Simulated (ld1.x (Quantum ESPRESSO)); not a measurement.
## Co (Z = 27), PAW: configuration errors across variants

```
Element                 : cobalt (Co)
Generator               : ld1.x (Quantum ESPRESSO) 7.5
Type                    : PAW
Functional              : PBE
Relativity              : scalar-relativistic
Frozen core             : [Ar]
Valence charge          : 9
Reference configuration : 3d7 4s1.75 4p0.25
Partial waves           : 4s (bound): rcut 2.00, rcutus 2.35 bohr; 4s channel at -0.05 Ry: rcut 2.00, rcutus 2.35 bohr; 4p (bound): rcut 1.95, rcutus 2.35 bohr; 4p channel at 4.4 Ry: rcut 1.95, rcutus 2.35 bohr; 3d (bound): rcut 1.40, rcutus 1.65 bohr; 3d channel at -0.05 Ry: rcut 1.40, rcutus 1.65 bohr
Local potential         : all-electron potential smoothed inside 1.35 bohr (lloc = -1)
Core correction         : Bessel-smoothed model core, default radius (core density twice the valence density)
Augmentation charge     : BESSEL, radius 1.15 bohr
```

All-electron excitation energies from the reference (eV): (1) 3d7 4s2 4p0 -1.057; (2) 3d7 4s1 4p0 7.973; (3) 3d7 4s0 4p0 24.759; (4) 3d5 4s0 4p0 115.980; (5) 3d7 4s1 4p1 3.293; (6) 3d7 4s0 4p2 7.921; (7) 3d7.5 4s1.5 4p0 -2.018.

The default core radius of the base comes out at 0.44 bohr.

A true bound ghost makes a file unfit for plane-wave use even where its test errors are small: the radial tests pick states by their node count and pass the ghost by.

Errors AE − PS in meV (a dash: test not solved or not reliable):

| change | (1) | (2) | (3) | (4) | (5) | (6) | (7) | bound ghosts |
| --- | --- | --- | --- | --- | --- | --- | --- | --- |
| base | 0.0 | -2.3 | -5.6 | -1510 | -0.7 | -1.1 | -25 | s |
| core correction Bessel-smoothed model core inside 0.82 bohr | 0.0 | -2.3 | -5.5 | -1510 | -0.7 | -1.1 | -25 | s |
| core correction Bessel-smoothed model core inside 1.06 bohr | 0.0 | -2.3 | -5.5 | -1510 | -0.7 | -1.1 | -25 | s |
| core correction Bessel-smoothed model core inside 1.30 bohr | 0.0 | -2.3 | -5.6 | -1511 | -0.7 | -1.2 | -25 | s |
| core correction Bessel-smoothed model core inside 1.60 bohr | +0.1 | -2.2 | -5.6 | -1515 | -0.7 | -1.2 | -25 | s |
| core correction Bessel-smoothed model core inside 1.84 bohr | +0.1 | -2.0 | -4.3 | -1541 | -0.6 | -1.0 | -25 | s |

(1) Give the same row for: core correction a·sin(br)/r model core, default radius (ld1.x builds one for every PAW set, though the input has nlcc=.false.).

## Answers

(1) -0.1, +1.3, +34, -1677, +0.4, +2.7, -26; bound ghosts: s.
